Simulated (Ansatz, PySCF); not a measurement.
Potential energy curve for BH, singlet.

- RKS-PBE = restricted PBE/cc-pVTZ (Ansatz, a program for electronic structure)
- UKS-PBE = unrestricted PBE/cc-pVTZ (Ansatz)
- UKS-CAM-B3LYP = PySCF with unrestricted CAM-B3LYP/cc-pVTZ
- FCI = Ansatz with full CI/cc-pVTZ, frozen core

Energies relative to the lowest point of each curve near equilibrium, in kJ/mol; the last columns give the error against full CI:

```tsv
R / Å	RKS-PBE	UKS-PBE	UKS-CAM-B3LYP	FCI	RKS-PBE − FCI	UKS-PBE − FCI	UKS-CAM-B3LYP − FCI
0.98	101.7	98.4	90.5	95.4	6.3	3.0	-4.9
1.05	48.8	46.5	40.6	43.8	5.0	2.7	-3.2
1.12	18.2	16.8	13.0	14.9	3.4	2.0	-1.8
1.17	6.4	5.6	3.3	4.4	2.1	1.2	-1.0
1.21	1.5	1.2	0.2	0.6	0.9	0.6	-0.4
1.24	0.1	0.0	0.0	0.0	0.1	0.0	0.0
1.26	0.0	0.1	0.8	0.5	-0.5	-0.4	0.3
1.32	3.3	3.9	6.6	5.6	-2.3	-1.7	1.1
1.37	9.3	10.1	14.7	13.0	-3.7	-2.9	1.7
1.45	23.3	24.4	31.9	29.2	-5.9	-4.8	2.7
1.55	45.6	46.7	58.3	54.0	-8.4	-7.3	4.3
1.66	73.4	74.6	90.6	84.0	-10.6	-9.4	6.5
1.86	126.6	127.7	151.5	139.3	-12.7	-11.6	12.2
2.07	180.1	181.2	212.9	192.2	-12.1	-10.9	20.8
2.22	215.3	216.4	250.1	224.9	-9.7	-8.5	25.1
2.49	270.8	270.8	292.4	272.2	-1.4	-1.4	20.2
2.74	313.1	301.2	314.8	302.7	10.5	-1.5	12.1
3.05	354.7	321.7	330.6	325.9	28.9	-4.2	4.7
3.36	386.1	332.1	338.9	337.9	48.2	-5.8	1.0
3.77	415.5	337.8	344.2	344.9	70.6	-7.0	-0.7
4.41	442.7	340.0	347.0	347.9	94.8	-7.9	-1.0
5.02	456.3	340.4	347.7	348.5	107.8	-8.1	-0.8
```

RKS-PBE is furthest from FCI at 5.02 (107.8 kJ/mol, above); its mean absolute error over the points is 20.3 kJ/mol.

UKS-PBE is furthest from FCI at 1.86 (-11.6 kJ/mol, below); its mean absolute error over the points is 4.7 kJ/mol.

UKS-CAM-B3LYP is furthest from FCI at 2.22 (25.1 kJ/mol, above); its mean absolute error over the points is 5.8 kJ/mol.

The restricted form behind RKS-PBE keeps the bonding electrons paired and can't separate into open-shell fragments. The unrestricted determinant behind UKS-PBE is spin-contaminated at 0.98 to 1.45, 2.49 to 5.02 Å (<S²> up to 1.0, against 0.00 for a pure singlet). The unrestricted determinant behind UKS-CAM-B3LYP is spin-contaminated at 0.98 to 1.32, 2.22 to 5.02 Å (<S²> up to 1.0, against 0.00 for a pure singlet).
